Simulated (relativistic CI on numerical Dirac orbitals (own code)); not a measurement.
Input to a radial Dirac CI calculation:

```
atom V  Z=23  charge=21  electrons=2
nucleus A=51  rms_radius_fm=3.6002
hamiltonian dirac-coulomb  breit=on  qed=on  c_scale=1
orbitals kli  potential=per-configuration
slater_scale 0.9
correlation none
mixing on
configurations
  1s2
  1s 2p
  1p 2p
  1s 1p
end
```

How did the run end?

The self-consistent field of one configuration failed: SCF of 1p 2p ended with code -1.
